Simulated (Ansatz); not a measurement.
Consider the germylene formation by 1,1-elimination: `[CH3][Ge]([F])([F])[F]` → `[F][Ge][F]` + fluoromethane.

Program: Ansatz. Geometries: PBE0-D4/def2-TZVP. ΔE: electronic, gas phase. CCSD(T)/CBS is the MP2 limit (def2-TZVPP, def2-QZVPP) plus CCSD(T) − MP2 in def2-TZVPP, frozen cores. This one scheme is used for every species. DFT in def2-TZVPP. For Ge outer-core shells are correlated without core-valence functions, which leaves a few kJ/mol of doubt a bond. Scalar relativity is left out up to krypton.

```
                 species  r2SCANh-D4 energy (Eh)
`[CH3][Ge]([F])([F])[F]`             -2416.55906
            `[F][Ge][F]`             -2276.74912
                    `CF`              -139.72557
```

Question: Work out ΔE.

Answer: ΔE = (-2276.74912) + (-139.72557) − (-2416.55906) = 0.08437 Eh = +52.9 kcal/mol. CCSD(T)/CBS gives +50.2 kcal/mol.

Largest T1 diagnostic among the species: 0.015.

From PBE to PBE0 (25 % exact exchange), in def2-TZVPP and without D4, ΔE moves by +6.0 kcal/mol. The D4 term adds +2.7 kcal/mol with B3LYP and +1.4 kcal/mol with PBE0; it sums over pairs of atoms, weighted by their polarisabilities, and B3LYP, whose exchange is more repulsive, gets the larger term. In def2-TZVPP, CCSD(T) changes the Hartree–Fock value by +4.3 kcal/mol (the triples alone add +0.2 kcal/mol) and MP2 by +8.1 kcal/mol.

B3LYP here is the variant with VWN-RPA as its local correlation; programs differ in this.
